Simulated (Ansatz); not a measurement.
CuBr₂: single points at one geometry.

```yaml
crystal:
  periodic: [false, false, false]
  atoms:
    - {symbol: Cu, position_ang: [0.000005, 0.000008, 0.000001]}
    - {symbol: Br, position_ang: [-0.015555, -0.019559, 2.218436]}
    - {symbol: Br, position_ang: [0.015550, 0.019561, -2.218437]}
basis:
  gaussian: {orbitals: def2-TZVP, initial_orbitals: start.molden}
magnetization: {spin_polarized: true, initial_magnetization: 1}
hamiltonian: {xc: {name: B3LYP}, dispersion: d4}
scf: {omitted_lower_state_checks: [starts]}
output: {orbitals: {seedname: orbitals}}
```

The file start.molden holds the orbitals of an earlier run on this structure, at another level or in another basis.

```sh
$ ansatz run in.yaml --threads 4 --pin off --events-out ev --progress --plain --max-ram 3916MiB
```

Shortened log:

```
Functional definition: B3LYP
1121 factors; integrals over basis functions are off by at most 9.9e-4 eV
mean field evaluation 1: about -184738.3796 eV, gradient 4.3e0 eV
mean field evaluation 2: about -184738.4295 eV, gradient 7.3e-2 eV
mean field evaluation 4: about -184738.5043 eV, gradient 2.9e-3 eV
mean field evaluation 8: about -184738.5043 eV, gradient 1.4e-5 eV
mean field -184738.50429712 eV, -6789.0148126636 hartree, gradient 7.3e-7 eV, S^2 0.754566; 0 other end points of the search recorded, 0 dependent functions left out
reference -184738.50452585 eV, -6789.0148210692 hartree; 50, 49 occupied and 91, 92 virtual orbitals, 1121 factors
Total energy: -184738.64362520 eV, -6789.0199328760 hartree
Checks for a lower state left out: starts
```

Hardware: 4 threads of Arm Neoverse N1 on a shared host. Wall time 40 s, peak host memory 0.8 GiB.

First input, but with `gaussian: {orbitals: def2-SVP, initial_orbitals: start.molden}`, `hamiltonian: {xc: pbe, dispersion: d4}` (abridged; 9.5 s):

```
Functional definition: PBE
mean field evaluation 16: about -184684.4422 eV, gradient 2.8e-6 eV
mean field -184684.44220975 eV, -6787.0280675972 hartree, gradient 2.8e-6 eV, S^2 0.750947
Total energy: -184684.52576959 eV, -6787.0311383646 hartree
Checks for a lower state left out: starts
```

First input, but with `hamiltonian: {xc: pbe, dispersion: d4}` (abridged; 16 s):

```
Functional definition: PBE
mean field -184708.26448841 eV, -6787.9035201908 hartree, gradient 8.5e-6 eV, S^2 0.751606
Total energy: -184708.34803130 eV, -6787.9065903353 hartree
Checks for a lower state left out: starts
```

The first input with `gaussian: {orbitals: def2-TZVPD, initial_orbitals: start.molden}`, `hamiltonian: {xc: pbe, dispersion: d4}` (abridged; 21 s):

```
Functional definition: PBE
mean field evaluation 16: about -184708.3365 eV, gradient 7.4e-6 eV
mean field -184708.33646967 eV, -6787.9061654531 hartree, gradient 7.3e-6 eV, S^2 0.751702
Total energy: -184708.42003989 eV, -6787.9092366022 hartree
Checks for a lower state left out: starts
```

As the first input, with `hamiltonian: {xc: {name: PBE-QIDH}}`, `correlation: {frozen_orbitals: {Br: 9, Cu: 9}}` and without the key `output` (abridged; 34 s):

```
Functional definition: PBE-QIDH
mean field evaluation 16: about -184678.6770 eV, gradient 2.9e-1 eV
mean field evaluation 32: about -184678.7328 eV, gradient 1.8e-6 eV
mean field -184678.73283793 eV, -6786.8182520527 hartree, gradient 1.6e-6 eV, S^2 0.755347; 1 other end points of the search recorded, 0 dependent functions left out
27 core orbitals not correlated: weight in the atoms' cores, before any rotation towards them, 1.000 or more for the frozen orbitals, at most 0.000 for the correlated occupied ones
second order -26.65930444 eV of doubles, -0.00000000 eV of singles
Total energy: -184687.61928394 eV, -6787.1448229202 hartree
Checks for a lower state left out: starts
```

The first input with `gaussian: {orbitals: def2-TZVPD, initial_orbitals: start.molden}`, `hamiltonian: {xc: r2scan, dispersion: d4}` (abridged; 55 s):

```
Functional definition: r2SCAN
mean field evaluation 16: about -184734.8127 eV, gradient 8.2e-6 eV
mean field -184734.81273851 eV, -6788.8791503867 hartree, gradient 8.2e-6 eV, S^2 0.753244
Total energy: -184734.83030437 eV, -6788.8797959201 hartree
Checks for a lower state left out: starts
```

The first input with `hamiltonian: {xc: pbe0, dispersion: d4}` (abridged; 43 s):

```
Functional definition: PBE0
mean field -184712.71954113 eV, -6788.0672403584 hartree, gradient 2.1e-6 eV, S^2 0.756198
Total energy: -184712.79191602 eV, -6788.0699000866 hartree
Checks for a lower state left out: starts
```

Geometry: PBE-D4/def2-TZVP.

B3LYP takes the VWN-RPA correlation. Correlated methods freeze 27 core orbitals; core or outer-core shells of Br are correlated, in sets that lack core-valence functions. At PBE-D4/def2-SVP, PBE-D4/def2-TZVP, PBE-D4/def2-TZVPD the gap within one spin of the charge 0 doublet nearly closes, so an electron or hole may be smeared out by delocalisation error.
